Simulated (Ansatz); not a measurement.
Total energies of the cluster PbSe₂⁺ (the lowest doublet isomer of a short search) from Ansatz at r2SCAN-D4/def2-TZVP, gas phase (1 Eh = 27.2114 eV = 2625.5 kJ/mol). The reference geometry is relaxed at r2SCAN-D4/def2-TZVP.

```xyz
3

Pb    0.8920    1.3752    0.1453
Se   -1.2232   -0.2601    0.6532
Se    0.3311   -1.1151   -0.7985
```

```csv
state,geometry,energy (Eh)
charge 1 doublet,reference,-4995.87119
charge 0 singlet,reference,-4996.13103
charge 1 quartet,relaxed at r2SCAN-D4/def2-TZVP,-4995.80010
```

In the def2 sets Pb takes a core potential; there is no spin–orbit coupling.

**Question.** Work out the vertical electron affinity, to the singlet.

**Answer.** E(charge 1 doublet) − E(charge 0 singlet) = -4995.87119 − (-4996.13103) = 0.25984 Eh = 7.07 eV.

**Question.** Which of the charge 1 states is lowest, and how far above it are the others?

**Answer.** The doublet. quartet: -4995.80010 − (-4995.87119) = 0.07109 Eh = 186.6 kJ/mol.

The structure comes from a short search, and lower isomers may exist.
